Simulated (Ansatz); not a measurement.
Relaxation of C$_{2}$H$_{9}$NSSi (14 atoms, charge 0, multiplicity 1), to a largest force component of 0.02 eV/Å in at most 50 steps.

The calculation used RKS B3LYP/cc-pVDZ (Ansatz 0.2.0).

```xyz
14
Properties=species:S:1:pos:R:3
C -1.594 1.651 0.051
S 0.152 1.575 0.146
Si 0.533 -0.413 -0.507
C 0.039 -1.613 0.745
N 2.257 -0.430 -0.661
H -2.120 0.990 0.706
H -1.955 1.524 -0.982
H -1.915 2.717 0.332
H -0.008 -0.608 -1.792
H 0.222 -2.647 0.485
H 0.392 -1.442 1.757
H -1.104 -1.571 0.875
H 2.604 -0.037 0.206
H 2.485 0.274 -1.333
```

Where does it end, and by what steps?

It converged. After 7 steps the energy has fallen by 0.613 eV; H13 moved furthest, 0.52 Å.

```tsv
step	energy less start (eV)	largest force component (eV/Å)	accepted
0	0.0000	2.848	yes
1	-0.4697	1.253	yes
2	-0.5733	0.594	yes
3	-0.5968	0.417	yes
4	-0.6065	0.200	yes
5	-0.6051	0.307	no
6	-0.6128	0.033	yes
7	-0.6132	0.013	yes
```

```xyz
14
Properties=species:S:1:pos:R:3
C -1.767 1.720 0.028
S 0.066 1.728 0.246
Si 0.577 -0.285 -0.447
C 0.016 -1.604 0.777
N 2.303 -0.441 -0.684
H -2.255 1.055 0.757
H -2.042 1.419 -0.994
H -2.112 2.749 0.200
H -0.100 -0.479 -1.770
H 0.245 -2.610 0.388
H 0.520 -1.479 1.750
H -1.071 -1.541 0.952
H 2.873 -0.475 0.161
H 2.733 0.214 -1.336
```

Time of the run: 18 s on 2 threads of AMD EPYC 9R45 96-Core Processor (Zen 5), with other jobs on the host, peak memory 0.32 GiB.
